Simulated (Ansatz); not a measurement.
A structure relaxed at B3LYP-D4/def2-SVPD in Ansatz, charge -2, singlet:

Cartesian coordinates in Å:
```
Mo -0.0002 0.0003 -0.0001
S 1.2783 -1.7421 0.4841
S 0.4854 0.7286 -2.0345
S 0.3664 1.6155 1.4702
S -2.1299 -0.6023 0.0802
```

Give its formula, name or SMILES and point group.

[MoS4]2- (MoS₄²⁻). Point group Td (tolerance 0.1 Å).

Summarise the bond lengths by kind (pairs closer than 1.2 times the sum of covalent radii, bridged metal pairs left out).

4 × Mo–S 2.21 Å. The metal has 4 neighbours: S 2.21 Å, S 2.21 Å, S 2.21 Å, S 2.21 Å.

In the def2 sets Mo takes a core potential; there is no spin–orbit coupling. A multiply charged anion in the gas phase is held together partly by the finite basis. Removing one electron lowers the energy by 0.39 eV at PBE0-D4/def2-TZVPD, so it isn't bound. The highest occupied level of the charge -2 singlet lies above zero (up to 2.00 eV). By energy differences it is unbound by 0.39 eV (vertical, to the charge -1 doublet, at PBE0-D4/def2-TZVPD) and held by the finite basis. The relaxation made no stability test and no search for a lower SCF solution.
